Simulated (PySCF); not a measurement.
A GIAO shielding run with PySCF (density fitting, non-relativistic, gas phase) on SMILES C[C@@H](C[SiH3])N[SiH2]S, C₃H₁₃NSSi₂:

```
$ OMP_NUM_THREADS=1 python probes_run.py task.json out

{"job": {"kind": "nmr", "xc": "PBE0", "basis": "pcSseg-1"}, "charge": 0, "multiplicity": 1}
C     -0.748673    -1.547183     0.076942
C     -0.189867    -0.142163    -0.131925
C     -0.918603     0.891679     0.723967
Si    -2.738204     1.181211     0.249886
N      1.229560    -0.096918     0.161382
Si     2.435833    -0.416454    -1.001801
S      4.319033    -0.144198    -0.000228
H     -1.792829    -1.591282    -0.219933
H     -0.183529    -2.262318    -0.516826
H     -0.672057    -1.830866     1.125277
H     -0.290249     0.124095    -1.189266
H     -0.377304     1.836320     0.637187
H     -0.847065     0.590561     1.771970
H     -2.845532     1.306407    -1.204956
H     -3.577349     0.069314     0.704192
H     -3.191066     2.415114     0.893582
H      1.416280    -0.295127     1.135148
H      2.550566    -1.765694    -1.550860
H      2.312197     0.586122    -2.055222
H      4.103711     1.102059     0.388450
```

Hardware: 1 thread of an Arm Neoverse N1, shared host. The job also computes population analyses, field gradients.

Task: How large is the calculation?

Result: 82 electrons, 205 basis functions and 1130 auxiliary functions.

Task: How long does it take, and how much memory does it need?

Result: 91 s of wall time, with 13 SCF cycles and 4 response iterations; peak memory 0.91 GiB. Times on a shared host scatter by some tens of per cent.
